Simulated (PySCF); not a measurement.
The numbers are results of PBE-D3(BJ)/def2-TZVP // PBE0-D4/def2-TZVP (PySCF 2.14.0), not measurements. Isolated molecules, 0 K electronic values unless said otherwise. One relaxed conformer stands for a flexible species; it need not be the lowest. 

Reference species (SMILES): `CS[SiH2]` (neutral, multiplicity 2).

* **highest occupied spin orbital**: -4.68 eV

Changed species: `CN(C)[SiH2]` (radical fragment; the reference has radical fragment).

**Question.** What does the change do to the highest occupied spin orbital?

**Answer.** the highest occupied spin orbital increases by 0.75 eV, to -3.93 eV.
